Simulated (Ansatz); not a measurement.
Total energies of CH8OSi2, SMILES `OC([SiH3])[SiH3]`.

```csv
atom,x (Å),y (Å),z (Å)
O1,-1.7151,0.3712,-0.3311
C2,-0.5309,-0.2529,0.1772
Si3,0.2798,0.9717,1.3639
Si4,0.6232,-0.7804,-1.2243
H5,-2.1342,-0.2228,-0.9607
H6,-0.7761,-1.1475,0.7731
H7,0.6686,2.2079,0.6388
H8,1.4990,0.3278,1.9243
H9,-0.6485,1.3167,2.4713
H10,-0.1866,-1.5496,-2.2134
H11,1.7180,-1.6460,-0.7103
H12,1.2027,0.4040,-1.9088
```

The species carries charge 0 and has multiplicity 1. All single points use the PBE0-D4/def2-TZVP geometry. It is one conformer, not always the lowest. Basis def2-TZVPP, the Gaussian-basis code of Ansatz.

RPA on PBE orbitals: Hartree–Fock energy of these orbitals -695.23900 Eh, correlation -1.18976 Eh (frozen core).

| functional | energy without D4 (Eh) | D4 term (kJ/mol) |
| --- | --- | --- |
| LDA (SPW92) | -693.87857 | – |
| ωB97M-V | -697.06149 | – |

Give the same for PBE, revPBE, BLYP, r2SCAN, B97M-V, PBE0, B3LYP, r2SCANh, r2SCAN0, HSE06 (plane-wave form), BHLYP, CAM-B3LYP, LC-ωPBE, ωB97X-V, B2PLYP, PBE-QIDH. (An estimate is asked.)

The calculation gave: 
```json
{"functional": "PBE", "energy without D4 (Eh)": "-696.71535", "D4 term (kJ/mol)": "-24.9"}
{"functional": "revPBE", "energy without D4 (Eh)": "-697.00293", "D4 term (kJ/mol)": "-73.6"}
{"functional": "BLYP", "energy without D4 (Eh)": "-697.11130", "D4 term (kJ/mol)": "-54.5"}
{"functional": "r2SCAN", "energy without D4 (Eh)": "-697.04568", "D4 term (kJ/mol)": "-6.1"}
{"functional": "B97M-V", "energy without D4 (Eh)": "-696.99255", "D4 term (kJ/mol)": "–"}
{"functional": "PBE0", "energy without D4 (Eh)": "-696.78499", "D4 term (kJ/mol)": "-21.1"}
{"functional": "B3LYP", "energy without D4 (Eh)": "-697.21698", "D4 term (kJ/mol)": "-40.3"}
{"functional": "r2SCANh", "energy without D4 (Eh)": "-697.03674", "D4 term (kJ/mol)": "-6.5"}
{"functional": "r2SCAN0", "energy without D4 (Eh)": "-697.02440", "D4 term (kJ/mol)": "-7.2"}
{"functional": "HSE06 (plane-wave form)", "energy without D4 (Eh)": "-696.76525", "D4 term (kJ/mol)": "-19.7"}
{"functional": "BHLYP", "energy without D4 (Eh)": "-697.10128", "D4 term (kJ/mol)": "-31.3"}
{"functional": "CAM-B3LYP", "energy without D4 (Eh)": "-697.12868", "D4 term (kJ/mol)": "-21.5"}
{"functional": "LC-ωPBE", "energy without D4 (Eh)": "-696.91970", "D4 term (kJ/mol)": "–"}
{"functional": "ωB97X-V", "energy without D4 (Eh)": "-697.03953", "D4 term (kJ/mol)": "–"}
{"functional": "B2PLYP", "energy without D4 (Eh)": "-696.83034", "D4 term (kJ/mol)": "–"}
{"functional": "PBE-QIDH", "energy without D4 (Eh)": "-696.60087", "D4 term (kJ/mol)": "–"}
```

B3LYP takes the VWN-RPA correlation (the form of Gaussian; ORCA's B3LYP/G). HSE06 is the plane-wave form, built on full-range PBE exchange. The double hybrids freeze the cores in their second-order part.

LC-ωPBE has ω = 0.4 bohr⁻¹.
